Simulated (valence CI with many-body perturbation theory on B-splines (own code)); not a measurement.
Ba16+: key properties

Computed by valence CI with perturbative core correlation (CI+MBPT): four valence electrons over a frozen Dirac-Fock core [Kr], a basis of 7 s, 7 p, 8 d, 6 f, 4 g, 1 h functions for each j, with the one-electron correlation potential Σ1, the two-electron term Σ2, the three-electron term Σ3, Breit, model QED; selected CI, second order for the rest, scaled by the run's own slope (own B-spline code, finite nucleus).

No measured levels were compared; by estimate terms of the open shell hold to 2 to 4 % of their energy, and close levels can change places. Only levels of the ground parity were solved; by the run's estimate the other parity begins above the list, which can be wrong where configurations are misplaced.

Names give the largest LS component (configuration and term), which can be under half, so a name can repeat, a term be missing and a line seem to break the LS rules; names also repeat where a configuration has a term twice.

Rates and lifetimes use the calculated energies. Strong lines usually hold to 10 to 20 %, long lifetimes can be off by a factor of two.

Q: What is the ground level?

A: 4d⁴ ⁵D_0, composition 61 % 4d⁴ ⁵D + 35 % 4d⁴ ³P + 4 % 4d⁴ ¹S.

Q: What is the ionisation energy?

A: 423.54 eV; NIST lists 422 ± 3 eV (theoretical).

Q: How well does LS coupling describe the low levels?

A: Among the lowest 20 levels the leading LS term, summed over configurations, holds 63 % on average. For single configurations the figures are 63 % in LS and 70 % in jj coupling. Terms mix most in the J = 2 level at 90548 cm⁻¹, where the leading one holds 38 %.
